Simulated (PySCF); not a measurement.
C₂H₅BNS (charge -1).
Z-matrix (Å and degrees, PBE0-D3(BJ)/def2-SVP geometry), rows numbered from 1:
```
S 
C   1  1.6772
C   2  1.5189  1  133.36
B   3  1.6657  2   85.39  1  -179.96
N   2  1.3243  1  129.76  3  -180.00
H   3  1.1030  2  111.70  1   -60.40
H   3  1.1031  2  111.65  1    60.58
H   4  1.2420  3  116.73  2   112.47
H   4  1.2420  3  116.77  2  -112.54
H   5  1.0156  2  122.14  1     0.00
```

Level of theory: PySCF, PBE0-D3(BJ)/def2-SVP geometry optimisation, gas phase.

Masses are those of the commonest isotopes; rigid-rotor values at the optimised geometry. 

(1) What are A, B and C (cm⁻¹)?

(2) Classify the top.

(3) What does the inertial defect say?

(4) Give the coordinates in the principal-axis frame, origin at the centre of mass.

(5) Which types of transition are allowed, and where do some lines up to J = 4 fall?

## Answers

(1) Ia = 43.29, Ib = 186.42, Ic = 222.27 u·Å²; 505379 MHz·u·Å²/I gives 11674, 2711 and 2274 MHz, that is A = 0.38940, B = 0.09043, C = 0.07584 cm⁻¹.

(2) A near-prolate asymmetric top; Ray's κ = -0.907.

(3) Not planar: Δ = Ic − Ia − Ib = -7.44 u·Å². For a rigid frame Δ = −2 Σ m c², so Σ m c² = 3.72 u·Å² lies off the ab plane, practically all of it from hydrogen. The atom farthest from that plane is 1.03 Å away.

(4) The sense of each axis is arbitrary; atoms in the order of the calculation.
```
atom  mass (u)   a (Å)   b (Å)   c (Å)
  S1    31.972   1.709  -0.010   0.000
  C2    12.000   0.032  -0.017   0.000
  C3    12.000  -1.007  -1.126   0.000
  B4    11.009  -2.127   0.107  -0.001
  N5    14.003  -0.820   0.998   0.000
  H6     1.008  -0.916  -1.769  -0.891
  H7     1.008  -0.917  -1.767   0.893
  H8     1.008  -2.816   0.235  -1.026
  H9     1.008  -2.818   0.236   1.023
 H10     1.008  -0.508   1.964   0.000
```

(5) The dipole components (about the centre of mass, as the species is charged) are |μa| = 1.87 D, |μb| = 0.75 D, |μc| = 0.00 D; the mirror of this Cs structure is the ab plane, so μc vanishes by symmetry and there are no c-type lines. Intensities carry the squares of the components, which stand as 1.00 : 0.16 (a : b). Some lines, for components of 0.1 D or more:

```tsv
type	branch	J(Ka,Kc)	MHz	lower level (cm⁻¹)
b	R	2(0,2) ← 1(1,1)	991	0.465
a	Q	4(1,3) ← 4(1,4)	4370	1.895
b	Q	1(1,0) ← 1(0,1)	9400	0.166
a	R	2(1,2) ← 1(1,1)	9532	0.465
b	Q	2(1,1) ← 2(0,2)	9853	0.498
a	R	2(0,2) ← 1(0,1)	9954	0.166
a	R	2(1,1) ← 1(1,0)	10407	0.480
b	R	4(0,4) ← 3(1,3)	11846	1.260
a	R	3(1,3) ← 2(1,2)	14289	0.783
a	R	3(0,3) ← 2(0,2)	14892	0.498
a	R	3(2,2) ← 2(2,1)	14954	1.724
a	R	4(1,3) ← 3(1,2)	20781	1.347
b	Q	4(2,2) ← 4(1,3)	25621	2.041
b	Q	2(2,0) ← 2(1,1)	26904	0.827
b	R	4(1,4) ← 3(0,3)	26972	0.995
b	Q	3(2,2) ← 3(1,3)	28866	1.260
b	Q	4(2,3) ← 4(1,4)	29758	1.895
b	R	2(2,0) ← 1(1,1)	37748	0.465
b	R	3(2,2) ← 2(1,1)	41843	0.827
b	R	3(2,1) ← 2(1,2)	43232	0.783
b	Q	4(3,1) ← 4(2,2)	45729	2.895
b	Q	3(3,0) ← 3(2,1)	45839	2.225
b	Q	3(3,1) ← 3(2,2)	45917	2.223
b	Q	4(3,2) ← 4(2,3)	45959	2.887
b	Q	4(4,1) ← 4(3,2)	64242	4.420
b	R	4(3,2) ← 3(2,1)	65808	2.225
b	R	4(4,1) ← 3(3,0)	84211	3.754
b	R	4(4,0) ← 3(3,1)	84212	3.754
```

No frequency check. No vibrational averaging or centrifugal distortion is included, and the geometry carries the error of its method. Quadrupole hyperfine structure (11B, 14N) is left out.

Hardware: an AMD EPYC 9R45 with one thread, shared host with 96 logical CPUs at a one-minute load of 45. Cost: 5.8 s, 0.52 GiB resident at most. This is the geometry optimisation.
